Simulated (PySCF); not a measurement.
Compound: C₆H₇O₃ (doublet state).
Geometry (GFN2-xTB, Å), atoms numbered from 1 in this order:
```xyz
16
C6H7O3 angstrom
O      3.2963   -0.3060   -0.3120
C      2.4430    0.5510   -0.5014
C      1.0571    0.3617   -0.2173
C      0.5488   -0.9118    0.3544
C     -0.9230   -1.0999    0.0014
C     -1.6782    0.1635    0.4043
C     -1.1021    1.3878   -0.2602
O     -1.7294    2.3598   -0.5729
O      0.2418    1.3858   -0.5070
H      2.6935    1.5435   -0.9083
H      0.6710   -0.8913    1.4450
H      1.1798   -1.7241   -0.0130
H     -1.0273   -1.2655   -1.0730
H     -1.3337   -1.9671    0.5182
H     -1.6098    0.3125    1.4867
H     -2.7354    0.1088    0.1438
```

The hyperfine couplings belong to this conformer and change with its torsions.

Identity: `O=C[C]1CCCC(=O)O1` [radical].

The calculation used UKS B3LYP, pcH-1 on C H O, non-relativistic, mean-field spin-orbit, GIAO in PySCF. One conformer (not necessarily the lowest) at the GFN2-xTB geometry, without solvent, vibrations or thermal averaging. The geometry wasn't refined by DFT: couplings that depend on bond lengths, twists or pyramidal angles can differ widely from those at the functional's own minimum. The SCF solution wasn't tested for stability.

The largest Mulliken spin populations are on C3 (+0.64), O1 (+0.31), C2 (-0.07) and O9 (+0.06). The positive populations add up to 1.12 and the negative ones to -0.12, together 2S = 1. The angles at C3 add up to 360.0°, so it is planar.

Problem. How do the β-proton couplings of this frozen conformer go with θ, the angle between the C–H bond and the normal to the plane of the spin centre's three neighbours, both seen down the bond from centre to carbon?

Solution. 
```
β H  on  centre  θ (°)  cos²θ   a (G)
H11  C4      C3      6   0.99  +32.38
H12  C4      C3     58   0.28  +10.92
```

Couplings in gauss use g_iso = 2.0050.

The run took 2.4 min wall on one thread, Arm Neoverse N1, no GPU, shared host.
